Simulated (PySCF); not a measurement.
**Relaxation of singlet SbS₃⁻**

Method: PBE0/[Sb def2-TZVPD with ECP28, S def2-TZVPD], scalar-relativistic core potentials, density fitting, no spin–orbit coupling, PySCF. A (50,194) grid was used.

A hand-made trigonal planar start, of D3h symmetry, held to at least that symmetry:

```xyz
4
charge -1 multiplicity 1, angstrom
Sb    0.0000    0.0000    0.0000
S     2.2700    0.0000    0.0000
S    -1.1350    1.9659    0.0000
S    -1.1350   -1.9659    0.0000
```

At each step, columns x, y, z (Å) and Fx, Fy, Fz (eV/Å):

```
step 0  E − E(last) = 1.56 kJ/mol
Sb   0.000   0.000   0.000  -0.002   0.000   0.000
S    2.270   0.000   0.000  -0.453   0.000   0.000
S   -1.135   1.966   0.000   0.227  -0.392   0.000
S   -1.135  -1.966   0.000   0.227   0.392   0.000
step 1  E − E(last) = 0.01 kJ/mol
Sb   0.000   0.000   0.000  -0.003   0.000   0.000
S    2.249   0.000   0.000  -0.042   0.000   0.000
S   -1.124   1.947   0.000   0.022  -0.038   0.000
S   -1.124  -1.947   0.000   0.022   0.038   0.000
step 2  E − E(last) = 0.00 kJ/mol
Sb   0.000   0.000   0.000  -0.001   0.000   0.000
S    2.247   0.000   0.000   0.002   0.000   0.000
S   -1.123   1.946   0.000   0.000   0.002   0.000
S   -1.123  -1.946   0.000   0.000  -0.002   0.000
```

It ends at D3h with Sb–S 2.247 Å (×3); S–Sb–S 120.0° (×3). A frequency run shows a minimum.
